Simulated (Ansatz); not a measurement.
A run on C2H4BClO with other settings.

```yaml
crystal:
  periodic: [false, false, false]
  atoms:
    - {symbol: B, position_ang: [0.331860, 0.120635, -1.412801]}
    - {symbol: C, position_ang: [-0.063436, 0.273336, 0.081985]}
    - {symbol: Cl, position_ang: [1.679638, -1.032711, -0.613887]}
    - {symbol: C, position_ang: [-0.627038, -0.164543, 1.335297]}
    - {symbol: O, position_ang: [0.132142, 1.078259, 1.066393]}
    - {symbol: H, position_ang: [-0.433162, -0.533717, -2.059163]}
    - {symbol: H, position_ang: [0.834646, 1.093268, -1.892689]}
    - {symbol: H, position_ang: [-1.679269, -0.000278, 1.536594]}
    - {symbol: H, position_ang: [-0.086882, -0.880550, 1.941272]}
basis:
  gaussian: {orbitals: pcseg-2, point_charges: [{charge: -1.00, position_ang: [5.922, -0.294, 0.191]}]}
total_charge: -1
magnetization: {spin_polarized: true, initial_magnetization: 1}
hamiltonian: {xc: {name: revPBE0}}
```

```sh
$ ansatz run in.yaml --threads 2 --pin off --events-out ev --progress --plain --max-ram 4352MiB
```

It prints (some lines left out):

```
Functional definition: revPBE0
1133 factors; their error is unknown
mean field evaluation 1: about -17375.8019 eV, gradient 2.4e1 eV
mean field evaluation 2: about -17374.8055 eV, gradient 2.8e1 eV
mean field evaluation 4: about -17378.9392 eV, gradient 2.2e0 eV
mean field evaluation 8: about -17378.9589 eV, gradient 1.1e-1 eV
mean field evaluation 16: about -17379.0207 eV, gradient 1.0e-3 eV
mean field -17379.02073377 eV, -638.6672320426 hartree, gradient 5.2e-5 eV, S^2 0.755838; 0 other end points of the search recorded, 0 dependent functions left out
reference -17379.02078096 eV, -638.6672337768 hartree; 24, 23 occupied and 186, 187 virtual orbitals, 1133 factors
Total energy: -17379.02078096 eV, -638.6672337768 hartree
```

Hardware: 2 threads of an Arm Neoverse V2 on a shared host. Wall time 6.5 s, peak host memory 0.57 GiB.
